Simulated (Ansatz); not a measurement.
C12H15OS, that is phenacyltetrahydrothiophenium with one electron more. Charge 0, multiplicity 2. Geometry PBE-D4/def2-SVP; atoms count from 1.

```
atom   x (Å)   y (Å)   z (Å)
  O1  -0.236   1.146  -1.673
  C2  -0.624   0.002  -1.324
  C3  -1.956  -0.226  -0.850
  S4  -1.479   0.275   1.870
  C5  -2.143   1.989   1.687
  C6  -1.001   2.819   1.097
  C7   0.277   2.345   1.799
  C8   0.280   0.813   1.716
  C9   0.356  -1.146  -1.353
 C10   1.600  -0.925  -1.982
 C11   2.572  -1.931  -2.019
 C12   2.320  -3.175  -1.414
 C13   1.091  -3.402  -0.775
 C14   0.114  -2.397  -0.747
 H15  -2.359  -1.227  -0.652
 H16  -2.662   0.615  -0.897
 H17  -3.044   1.950   1.044
 H18  -2.446   2.346   2.693
 H19  -0.916   2.622   0.007
 H20  -1.184   3.904   1.245
 H21   0.276   2.669   2.862
 H22   1.189   2.758   1.323
 H23   0.665   0.463   0.738
 H24   0.865   0.325   2.519
 H25   1.771   0.064  -2.433
 H26   3.535  -1.748  -2.520
 H27   3.085  -3.967  -1.438
 H28   0.892  -4.371  -0.292
 H29  -0.838  -2.588  -0.230
```

In the doublet geometry the species has come apart into loosely held pieces.

(1) Estimate the Mulliken populations from the PBE0/def2-SVP orbitals of Ansatz.

(2) Where does the spin sit?

(3) And the Mayer bond orders between heavy atoms (over 0.3)?

Results:

(1) 
```tsv
atom	charge (e)	spin (α − β)
O1	-0.29	0.28
C2	0.08	-0.08
C3	-0.03	0.70
S4	-0.10	0.16
C5	-0.12	-0.01
C6	-0.10	0.00
C7	-0.07	0.00
C8	-0.13	-0.01
C9	-0.07	0.00
C10	-0.01	0.01
C11	-0.02	0.00
C12	-0.01	0.01
C13	-0.03	0.00
C14	-0.02	0.01
H15	0.06	-0.03
H16	0.06	-0.04
H17	0.09	0.00
H18	0.09	0.00
H19	0.09	0.00
H20	0.06	0.00
H21	0.05	0.00
H22	0.07	0.00
H23	0.12	0.00
H24	0.09	0.00
H25	0.04	0.00
H26	0.03	0.00
H27	0.03	0.00
H28	0.03	0.00
H29	0.02	0.00
```
Mulliken values depend strongly on the basis.

(2) Summed by element: O 0.28, C 0.62, S 0.16, H -0.06, of 1 unpaired in all. Largest on single atoms: C3 0.70, O1 0.28, S4 0.16.

(3) O1–C2 1.85 (1.26 Å); C2–C3 1.33 (1.43 Å); C2–C9 0.93 (1.51 Å); S4–C5 0.98 (1.85 Å); S4–C8 0.99 (1.85 Å); C5–C6 1.04 (1.53 Å); C6–C7 1.06 (1.53 Å); C7–C8 1.05 (1.53 Å); C9–C10 1.39 (1.41 Å); C9–C14 1.37 (1.41 Å); C10–C11 1.39 (1.40 Å); C11–C12 1.38 (1.41 Å); C12–C13 1.40 (1.40 Å); C13–C14 1.41 (1.40 Å).
